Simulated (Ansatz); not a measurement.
The cluster Ag2Cl2⁻. The state is a doublet with charge -1. Geometry r2SCAN-D4/def2-SVPD, basis def2-TZVPD, Ansatz.

```tsv
atom	x (Å)	y (Å)	z (Å)
Ag1	-0.2000	-0.6427	1.1552
Ag2	0.1921	0.6460	-1.1547
Cl3	0.5523	1.8003	-3.2205
Cl4	-0.5445	-1.8036	3.2200
```

| run | HOMO (eV) | LUMO (eV) |
| --- | --- | --- |
| A | -2.07 | -0.88 |
| B | -3.23 | 0.61 |
| C | -2.62 | -0.20 |
| D | -1.80 | -1.12 |
| E | -4.31 | 3.27 |

In the def2 sets Ag takes a core potential; there is no spin–orbit coupling. No other spin state of charge -1 was run. Another isomer (doublet) lies 0.06 eV lower at r2SCAN-D4/def2-TZVPD; other spin states weren't run for this one.

HOMO and LUMO are taken over both spins.

**Question.** The runs used BHLYP, HF, PBE, PBE0, r2SCAN. Estimate which is which.

**Answer.** A r2SCAN (0 % exact exchange); B BHLYP (50 % exact exchange); C PBE0 (25 % exact exchange); D PBE (0 % exact exchange); E HF (100 % exact exchange). Exact exchange lowers occupied and raises empty levels; among semilocal functionals meta-GGAs tend to open the gap a little, and such runs are hard to tell apart. The gap grows from 0.68 eV (PBE) to 7.58 eV (HF).
